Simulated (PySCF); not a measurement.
## Simulated absorption spectrum

Compound: C₅H₁₂O₃S.
Z-matrix (Å and degrees, PBE0-D3(BJ)/def2-SVP geometry), rows numbered from 1:
```
C 
C   1  1.5239
C   2  1.5238  1  111.54
C   2  1.5318  1  112.62  3   123.59
C   4  1.5210  2  116.52  1    55.20
S   5  1.7840  4  111.59  2    58.15
O   6  1.4467  5  108.46  4    51.48
O   6  1.4571  5  110.88  4   -83.85
O   6  1.6296  5  100.02  4   164.59
H   1  1.0997  2  111.64  3   171.58
H   1  1.1035  2  111.19  3   -66.70
H   1  1.1005  2  110.59  3    52.71
H   2  1.1045  1  107.70  3  -117.87
H   3  1.1005  2  111.05  1   -58.37
H   3  1.1030  2  111.06  1    61.33
H   3  1.1011  2  111.47  1  -178.53
H   4  1.1015  2  109.20  1   177.96
H   4  1.1044  2  109.22  1   -65.90
H   5  1.0993  4  113.87  2   -61.52
H   5  1.0995  4  111.52  2   175.03
H   9  0.9697  6  106.27  5   120.64
```

Method: PySCF 2.14.0, density-fitted response routines, TDDFT CAM-B3LYP/def2-SVPD, vertical, gas phase, core orbitals frozen in the response.

Broadening: Gaussians 0.3 eV wide at half height, area fixed by f = 4.319×10⁻⁹ ∫ε dν̃. The cross-section is σ = 3.8235×10⁻²¹ ε cm², given in Mb (10⁻¹⁸ cm²). The width is an assumption, not a result. The curve ends short of the highest state used, and states not computed would add to its high-energy end.

(E (eV), σ (Mb)): (7.55, 0.01), (7.58, 0.02), (7.61, 0.05), (7.64, 0.10), (7.67, 0.20), (7.70, 0.35), (7.73, 0.60), (7.76, 0.96), (7.78, 1.28), (7.81, 1.89), (7.84, 2.65), (7.87, 3.54), (7.90, 4.53), (7.93, 5.57), (7.96, 6.64), (7.99, 7.74), (8.02, 8.92), (8.05, 10.23), (8.08, 11.73), (8.11, 13.43), (8.13, 14.64), (8.16, 16.46), (8.19, 18.10), (8.22, 19.34), (8.25, 19.98), (8.28, 19.95), (8.31, 19.27), (8.34, 18.11), (8.37, 16.67), (8.40, 15.17), (8.43, 13.77), (8.46, 12.55), (8.48, 11.84), (8.51, 10.93), (8.54, 10.13), (8.57, 9.42)

Question: Locate the maxima and give the states behind the curve.

Answer: 150 nm (8.26 eV), ε about 5200, made up of S2 (89%) (ε in L mol⁻¹ cm⁻¹; maxima over ε = 5, shares over 10%). The states used: S1 8.00 eV (f 0.017); S2 8.25 eV (f 0.052); S3 8.48 eV (f 0.018); S4 8.58 eV (f 0.0034); S5 8.68 eV (f 0.010); S6 8.97 eV (f 0.015); S7 8.99 eV (f 0.068); S8 9.06 eV (f 0.040); S9 9.11 eV (f 0.013); S10 9.17 eV (f 0.0043).

Question: What would ε be at 8.26 eV, the highest of these maxima, with half the width (0.15 eV)?

Answer: About 9350 L mol⁻¹ cm⁻¹ against 5240, a factor of about 1.8; a lone state at its own centre would give exactly 2.

Question: Coming from long wavelengths, where does ε first pass 100 L mol⁻¹ cm⁻¹?

Answer: At about 161 nm (7.70 eV), 0.30 eV below S1.

The vertical ionisation energy (ΔSCF) is 11.09 eV, 1.91 eV above S10.

One conformer stands for the species.
